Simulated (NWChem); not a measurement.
Species: WNH$_{2}$SOF; SMILES [OH][W](=[S])([F])=[NH]

```xyz
7

W     -0.0039    -0.1565    -0.0088
N      0.2056    -0.6103    -1.6692
H      0.2950    -0.4637    -2.6708
S     -0.0594     1.9771     0.0995
F     -1.6267    -0.8709     0.5858
O      1.4926    -0.7695     0.9435
H      2.2045    -1.3189     0.5969
```
Atoms are numbered in this order, from 1.

Results from NWChem. Medium grid unless said otherwise, to which SCAN and Minnesota functionals are sensitive. All runs use the structure optimised with PBE0/def2-SVP. No frequency run checked for a minimum. def2 effective core potentials on W; no spin-orbit coupling. B3LYP is NWChem's, with the RPA form of VWN correlation.

**Question.** Order these by “orbital gap (eV)”, lowest first: B3LYP/def2-SVP; M06-L/def2-SVP; BHandHLYP/def2-SVP; PW6B95/def2-SVP; LRC-wPBEh/def2-SVP.

**Answer.** M06-L/def2-SVP (3.87), B3LYP/def2-SVP (5.05), PW6B95/def2-SVP (5.60), BHandHLYP/def2-SVP (7.38), LRC-wPBEh/def2-SVP (8.91)
